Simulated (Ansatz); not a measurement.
Relaxation of CH₆BFS (10 atoms, charge 0, multiplicity 1), to a largest force component of 0.03 eV/Å in at most 50 steps.

All numbers below come from Ansatz, RKS PBE-D4/6-31G*.

```xyz
10
Properties=species:S:1:pos:R:3
B -0.069 -0.289 0.014
H -0.114 -0.516 1.194
F 1.150 -0.375 -0.537
C -1.353 -0.068 -0.852
H -1.915 -1.022 -0.907
H -2.045 0.651 -0.378
H -1.143 0.264 -1.882
S -0.091 2.527 1.293
H 1.199 2.648 1.706
H -0.189 1.245 1.806
```

Where does it end, and by what steps?

The run converged. After 15 steps the energy has fallen by 0.106 eV; H10 moved furthest, 1.00 Å.

| step | energy less start (eV) | largest force component (eV/Å) | accepted |
| --- | --- | --- | --- |
| 0 | 0.0000 | 0.599 | yes |
| 1 | -0.0481 | 0.288 | yes |
| 2 | -0.0574 | 0.097 | yes |
| 3 | -0.0638 | 0.085 | yes |
| 4 | -0.0653 | 0.436 | yes |
| 5 | -0.0755 | 0.128 | yes |
| 6 | -0.0843 | 0.096 | yes |
| 7 | -0.0741 | 0.806 | no |
| 8 | -0.0920 | 0.105 | yes |
| 9 | -0.0958 | 0.093 | yes |
| 10 | -0.0955 | 0.259 | no |
| 11 | -0.0998 | 0.038 | yes |
| 12 | -0.1026 | 0.076 | yes |
| 13 | -0.1030 | 0.184 | yes |
| 14 | -0.1043 | 0.080 | yes |
| 15 | -0.1056 | 0.028 | yes |

```xyz
10
Properties=species:S:1:pos:R:3
B -0.152 -0.281 0.077
H -0.270 -0.728 1.199
F 1.117 -0.159 -0.371
C -1.359 -0.091 -0.910
H -1.650 -1.087 -1.302
H -2.250 0.313 -0.402
H -1.117 0.545 -1.778
S -0.084 2.403 1.275
H 1.255 2.236 1.126
H -0.061 1.915 2.542
```

Whether the end is a true minimum wasn't checked by a vibrational analysis.

Time of the run: 35 s on 1 thread of Intel(R) Xeon(R) Platinum 8124M CPU @ 3.00GHz (Skylake/Cascade Lake) (shared host), peak memory 0.16 GiB.
